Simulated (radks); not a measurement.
Results of a calculation; reference values are marked as such.
All-electron atom: Eu+ in [Xe] 4f6 6s2 (not the ground configuration). Code: a radial shooting solver on a logarithmic mesh with Libxc functionals. Model: scalar-relativistic Kohn-Sham, PBE, spin-unpolarised, spherical densities, point nucleus. Some entries of the table are withheld. Estimate them.

| orbital | occ. | eigenvalue (hartree) | <r^2> (bohr^2) | r(max) (bohr) |
|---|---|---|---|---|
| 1s | 2 | -1778.163 | 0.0006791 | 0.01420 |
| 2s | 2 | -292.4721 | 0.01068 | (1) |
| 2p | 6 | -260.6229 | 0.008592 | 0.06513 |
| 3s | 2 | (2) | 0.07115 | 0.2289 |
| 3p | 6 | -54.91976 | (3) | 0.2245 |
| 3d | 10 | -41.67732 | 0.06003 | 0.1838 |
| 4s | 2 | -13.33141 | 0.3606 | 0.5271 |
| 4p | 6 | (4) | 0.4070 | 0.5500 |
| 4d | 10 | -5.51952 | 0.4921 | 0.5722 |
| 5s | 2 | -2.08786 | 2.060 | 1.220 |
| 5p | 6 | -1.28782 | 2.805 | 1.378 |
| 4f | 6 | -0.62316 | 1.024 | 0.5852 |
| 6s | 2 | -0.37030 | 14.45 | (5) |

Answer. 
(1) 2s r(max) (bohr): 0.08055
(2) 3s eigenvalue (hartree): -64.82943
(3) 3p <r^2> (bohr^2): 0.07130
(4) 4p eigenvalue (hartree): -10.06710
(5) 6s r(max) (bohr): 3.201
